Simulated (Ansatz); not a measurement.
CH₄Cl₂OTi, SMILES `[CH3][Ti]([OH])([Cl])[Cl]`. The species carries charge 0 and has multiplicity 1.

| atom | x (Å) | y (Å) | z (Å) |
| --- | --- | --- | --- |
| C1 | -0.817 | 0.817 | 0.676 |
| Ti2 | 0.600 | -0.143 | -0.426 |
| O3 | 0.139 | -1.834 | -0.382 |
| Cl4 | 0.487 | 0.724 | -2.440 |
| Cl5 | 2.513 | 0.251 | 0.577 |
| H6 | -0.805 | 0.411 | 1.691 |
| H7 | -0.591 | 1.886 | 0.693 |
| H8 | -1.794 | 0.643 | 0.216 |
| H9 | 0.268 | -2.754 | -0.605 |

Question: List the harmonic frequencies (cm⁻¹, unscaled) at PBE0-D4/def2-TZVP in Ansatz. (Estimate.)

Answer: Ansatz gave: 104, 113, 135, 138, 144, 178, 184, 299, 417, 463, 557, 559, 588, 831, 1153, 1402, 1403, 3032, 3138, 3143, 3956.

Question: Is this a minimum?

Answer: Yes, all 21 modes are real.

Question: Give the ideal-gas thermochemistry at 298.15 K and 1 bar (rigid rotor, harmonic oscillator; point group Cs, symmetry number 1).

Answer: Zero-point energy 131.2 kJ/mol; H(298) − E = 157.4 kJ/mol; entropy 393.6 J/(mol·K), of which translation 171.4, rotation 119.4, vibration 102.8; G(298) − E = 40.1 kJ/mol.

Question: And at 400, 500, 600, 800 and 1000 K?

Answer: 
```
T (K)  H − E (kJ/mol)  S (J/mol/K)  G − E (kJ/mol)
  400           170.9        432.4            -2.0
  500           185.2        464.3           -46.9
  600           200.3        491.8           -94.8
  800           232.2        537.5          -197.8
 1000           265.8        575.0          -309.2
```

Question: Rotational constants (cm⁻¹)?

Answer: 0.07925, 0.05282, 0.04522.
